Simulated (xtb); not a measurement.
methane (CH4), singlet, geometry from GFN2-xTB; GFN2-xTB run with xtb.

xtb was given this input:
```
$ xtb mol.xyz --gfn 2 --etemp 5000 --json

# file mol.xyz
5

C      0.00000000     0.00000000     0.00000000
H      0.63659729     0.62709564     0.61038865
H     -0.62802620    -0.60691709     0.63899460
H      0.61285682    -0.64240181    -0.61871302
H     -0.62142791     0.62222325    -0.63067023
```

It wrote (shortened):

```
   ID    Z sym.   atoms
    1    6 C      1
    2    1 H      2-5

           -------------------------------------------------
          |                Calculation Setup                |
           -------------------------------------------------

           -------------------------------------------------
          |                 G F N 2 - x T B                 |
           -------------------------------------------------

          ...................................................
          :                      SETUP                      :
          :.................................................:
          :  # basis functions                   8          :
          :  # atomic orbitals                   8          :
          :  # shells                            6          :
          :  # electrons                         8          :
          :  max. iterations                   250          :
          :  Hamiltonian                  GFN2-xTB          :
          :  restarted?                      false          :
          :  GBSA solvation                  false          :
          :  PC potential                    false          :
          :  electronic temp.         5000.0000000     K    :
          :  accuracy                    1.0000000          :
          :  -> integral cutoff          0.2500000E+02      :
          :  -> integral neglect         0.1000000E-07      :
          :  -> SCF convergence          0.1000000E-05 Eh   :
          :  -> wf. convergence          0.1000000E-03 e    :
          :  Broyden damping             0.4000000          :
          :  net charge                          0          :
          :  unpaired electrons                  0          :
          ...................................................

 iter      E             dE          RMSdq      gap      omega  full diag
   1     -4.2352935 -0.423529E+01  0.234E+00   17.75       0.0  T
   2     -4.2472590 -0.119655E-01  0.858E-01   17.57       1.0  T
   3     -4.2474217 -0.162701E-03  0.465E-01   17.47       1.0  T
   4     -4.2474650 -0.432519E-04  0.889E-02   17.36       1.0  T
   5     -4.2474649  0.539857E-07  0.699E-03   17.35       6.4  T
   6     -4.2474650 -0.145037E-06  0.191E-04   17.35     233.9  T
   7     -4.2474650 -0.109843E-09  0.136E-06   17.35   32885.2  T

   *** convergence criteria satisfied after 7 iterations ***

         :::::::::::::::::::::::::::::::::::::::::::::::::::::
         ::                     SUMMARY                     ::
         :::::::::::::::::::::::::::::::::::::::::::::::::::::
         :: total energy              -4.175218520003 Eh    ::
         :: gradient norm              0.000000960906 Eh/a0 ::
         :: HOMO-LUMO gap             17.353109750532 eV    ::
         ::.................................................::
         :: SCC energy                -4.247465037935 Eh    ::
         :: -> isotropic ES            0.002035545461 Eh    ::
         :: -> anisotropic ES          0.002321617811 Eh    ::
         :: -> anisotropic XC          0.003585194892 Eh    ::
         :: -> dispersion             -0.000661012094 Eh    ::
         :: repulsion energy           0.072246517932 Eh    ::
         :: add. restraining           0.000000000000 Eh    ::
         :: total charge               0.000000000529 e     ::
         :::::::::::::::::::::::::::::::::::::::::::::::::::::

           -------------------------------------------------
          |                Property Printout                |
           -------------------------------------------------

    * Orbital Energies and Occupations

         #    Occupation            Energy/Eh            Energy/eV
      -------------------------------------------------------------
         1        2.0000           -0.5818354             -15.8325
         2        2.0000           -0.4674577             -12.7202
         3        2.0000           -0.4674577             -12.7202
         4        2.0000           -0.4674577             -12.7202 (HOMO)
         5                          0.1702573               4.6329 (LUMO)
         6                          0.2292507               6.2382
         7                          0.2292507               6.2382
         8                          0.2292507               6.2382
      -------------------------------------------------------------
                  HL-Gap            0.6377150 Eh           17.3531 eV
             Fermi-level           -0.1404535 Eh           -3.8219 eV

     #   Z          covCN         q      C6AA      α(0)
     1   6 C        3.702    -0.156    23.687     6.959
     2   1 H        0.925     0.039     2.463     2.454
     3   1 H        0.925     0.039     2.463     2.454
     4   1 H        0.925     0.039     2.463     2.454
     5   1 H        0.925     0.039     2.463     2.454

 Mol. C6AA /au·bohr⁶  :        123.835183
 Mol. C8AA /au·bohr⁸  :       2297.145526
 Mol. α(0) /au        :         16.776651

Wiberg/Mayer (AO) data.
largest (>0.10) Wiberg bond orders for each atom

 ---------------------------------------------------------------------------
     #   Z sym  total        # sym  WBO       # sym  WBO       # sym  WBO
 ---------------------------------------------------------------------------
     1   6 C    3.994 --     4 H    0.998     3 H    0.998     5 H    0.998
                             2 H    0.998
     2   1 H    0.998 --     1 C    0.998
     3   1 H    0.998 --     1 C    0.998
     4   1 H    0.998 --     1 C    0.998
     5   1 H    0.998 --     1 C    0.998
 ---------------------------------------------------------------------------

Topologies differ in total number of bonds
Writing topology from bond orders to xtbtopo.mol

molecular dipole:
                 x           y           z       tot (Debye)
 q only:       -0.000       0.000       0.000
   full:       -0.000       0.000       0.000       0.000
molecular quadrupole (traceless):
                xx          xy          yy          xz          yz          zz
 q only:       -0.000       0.000       0.000       0.000      -0.000      -0.000
  q+dip:       -0.000      -0.000       0.000       0.000       0.000      -0.000
   full:       -0.000      -0.000       0.000       0.000       0.000      -0.000

           -------------------------------------------------
          | TOTAL ENERGY               -4.175218520003 Eh   |
          | GRADIENT NORM               0.000000960906 Eh/α |
          | HOMO-LUMO GAP              17.353109750532 eV   |
           -------------------------------------------------

normal termination of xtb
```
